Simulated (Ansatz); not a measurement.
The same bond dissociation along the group Si, Ge, Sn.

Isolated molecules relaxed with PBE0-D4/def2-TZVP in Ansatz; ΔE leaves out vibrations. CCSD(T)/CBS adds triple-zeta CCSD(T) − MP2 to the extrapolated MP2 energy (def2 sets, frozen cores). This one scheme is used for every species. No spin–orbit coupling; open shells (•) take unrestricted orbitals. def2 core potentials past Kr. For Ge, Se, Sn outer-core shells are correlated without core-valence functions, which leaves a few kJ/mol of doubt a bond. Scalar relativity is left out up to krypton. Each species was taken in one conformer, which may not be the lowest.

Task: Order these by ΔE at CCSD(T)/CBS, lowest first. (An estimate is asked.)
A. `[OH][SnH2][SeH]` → `[OH]`• + `[SeH][SnH2]`•
B. `[OH][GeH2][SeH]` → `[OH]`• + `[GeH2][SeH]`•
C. `O[SiH2][SeH]` → `[OH]`• + `[SiH2][SeH]`•

Result: A (+4.19 eV), B (+4.64 eV), C (+5.59 eV).

Largest T1 diagnostic: 0.015, for `[SeH][SnH2]`•.
